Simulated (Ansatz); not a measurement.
AlF3. Total charge 0; triplet. Geometry PBE-D4/def2-TZVP; atoms count from 1.

Cartesian coordinates in Å:
```
Al -0.5493 0.1767 0.3726
F 1.1021 0.9105 0.1436
F -0.1239 0.3272 -1.3911
F -0.4289 -1.4144 0.8749
```

At PBE0-D4/def2-TZVP a singlet of charge 0 lies 5.82 eV below the triplet, each at its own geometry. The structure comes from a short search, and lower isomers may exist.

Estimate the Mulliken populations from the PBE0/def2-TZVP orbitals of Ansatz.


```
atom  charge (e)  spin (α − β)
 Al1        0.58          0.91
  F2       -0.12          0.53
  F3       -0.12          0.53
  F4       -0.34          0.03
```
Mulliken values and Mayer orders depend strongly on the basis.

Where does the spin sit?

Summed by element: Al 0.91, F 1.09, of 2 unpaired in all. Largest on single atoms: Al1 0.91, F2 0.53, F3 0.53.

And the Mayer bond orders between bonded heavy atoms (over 0.3)?

Al1–F2 0.62 (1.82 Å); Al1–F3 0.62 (1.82 Å); Al1–F4 1.10 (1.67 Å). Values over 0.3 also appear between atoms too far apart for a bond (F2–F3 0.41 at 2.05 Å); they arise where an orbital or an unpaired electron spreads over both atoms.
